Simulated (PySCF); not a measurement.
## Different ions with H2O ligands: octahedral complexes compared

All values are computed with PySCF: state-averaged CASSCF of the d shell with SC-NEVPT2, spin-free X2C, triple-zeta basis on the metal and double-zeta on the ligands, mean-field spin-orbit coupling; DFT geometries.

| complex | point group | M–L / Å | L–M–L / ° (cis) | solvent |
| --- | --- | --- | --- | --- |
| [Fe(H2O)6]2+ | C1 | 2.11–2.13 | 88–92 | water |
| [V(H2O)6]3+ | D2h | 1.94–2.01 | 90 | water |
| [Fe(H2O)6]3+ | Th | 2.00 | 90 | water |
| [Mn(H2O)6]3+ | Cs | 1.92–2.10 | 90 | water |
| [Ru(H2O)6]3+ | C1 | 2.02–2.04 | 87–94 | water |

For [Ru(H2O)6]3+ the d shell alone is too small an active space: its values show what this model gives and aren't sound predictions.

Rank by 10Dq at CASSCF level, lowest first.
A. [Fe(H2O)6]2+
B. [Ru(H2O)6]3+
C. [Mn(H2O)6]3+
D. [Fe(H2O)6]3+
E. [V(H2O)6]3+

A (7626 cm⁻¹), D (11534 cm⁻¹), C (13498 cm⁻¹), E (16741 cm⁻¹), B (27021 cm⁻¹).

Rank by the spin-orbit constant ζ, lowest first.
A. [Mn(H2O)6]3+
B. [Fe(H2O)6]3+
C. [Fe(H2O)6]2+
D. [Ru(H2O)6]3+
E. [V(H2O)6]3+

E (194 cm⁻¹), A (342 cm⁻¹), C (406 cm⁻¹), B (442 cm⁻¹), D (1073 cm⁻¹).

What are the ground states and moments?


| complex | shell | ground state (NEVPT2) | total orbital splitting (CASSCF fit) / cm⁻¹ | μeff(300 K) / μB |
| --- | --- | --- | --- | --- |
| [Fe(H2O)6]2+ | d6 | 5T2g-like | 8394 | 5.27 |
| [V(H2O)6]3+ | d2 | 3B3g (from 3T1g) | 18494 | 2.74 |
| [Fe(H2O)6]3+ | d5 | 6Ag | 11534 | 5.92 |
| [Mn(H2O)6]3+ | d4 | 5A' (from 5Eg) | 17589 | 4.88 |
| [Ru(H2O)6]3+ | d5 | 2T2g-like | 28568 | 2.06 |

In [Fe(H2O)6]2+, [V(H2O)6]3+, [Mn(H2O)6]3+, [Ru(H2O)6]3+ the symmetry is lower than cubic, so the total splitting isn't 10Dq alone: it holds the effect of the lower symmetry too.
